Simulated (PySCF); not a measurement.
## Xenon: a sound run and one with changed settings

Sound run: Xe+ [Kr] 4d10 5s2 5p5, Xe(2+) [Kr] 4d10 5s2 5p4. Calculation: PySCF 2.14, in def2-SVP with the def2 core potential (28 electrons) (6s5p3d2f, 50 functions); scalar relativity through the core potential. In the sound run the correlated levels freeze 4s2 4p6 4d10 outside the core potential. The sound run starts from symmetry-adapted Hartree-Fock orbitals and uses a fine grid where one is needed.

Changed run: a valence shell is frozen. This setting is unsound on purpose.

```csv
species,method,sound run (hartree),changed run (hartree),converged
Xe+,MP2,-327.99284,-327.94886,yes
Xe+,CCSD(T),-328.01505,-327.95896,yes
Xe(2+),MP2,-327.22949,-327.18092,yes
Xe(2+),CCSD(T),-327.24993,-327.18901,yes
```

Ionisation energy of Xe+:

| method | sound run (eV) | changed run (eV) |
| --- | --- | --- |
| UHF | 20.077 | 20.077 |
| MP2 | 20.772 | 20.897 |
| SCS-MP2 | 20.769 | 20.947 |
| CCSD | 20.793 | 20.918 |
| CCSD(T) | 20.820 | 20.952 |

Freezing a valence shell removes pair correlation that changes on ionisation.

For comparison, NIST gives 20.975 eV between the lowest levels.
